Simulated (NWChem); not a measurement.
Species: AlI2F; SMILES [F][Al]([I])[I]

All runs: NWChem. Structure relaxed at the PBE-D3(BJ)/def2-SVP level. def2 effective core potentials on I; no spin-orbit coupling. Level PBE/def2-SVP: energy and gradient on several grids; changes count from the extra-fine grid, which is no exact limit either.

### Question
Which is the coarsest grid (medium; xcoarse; fine; coarse; xfine) from which on the energy stays within 500 μHa and each gradient component within 500 μHa/bohr of xfine?

### Answer
coarse.
```
grid     size of the energy change (μHa)  largest change of a gradient component (μHa/bohr)
-------  -------------------------------  -------------------------------------------------
xcoarse                             2000                                               2000
coarse                                20                                                200
medium                              < 10                                                 50
fine                                < 10                                               < 30
xfine                               < 10                                               < 30
```
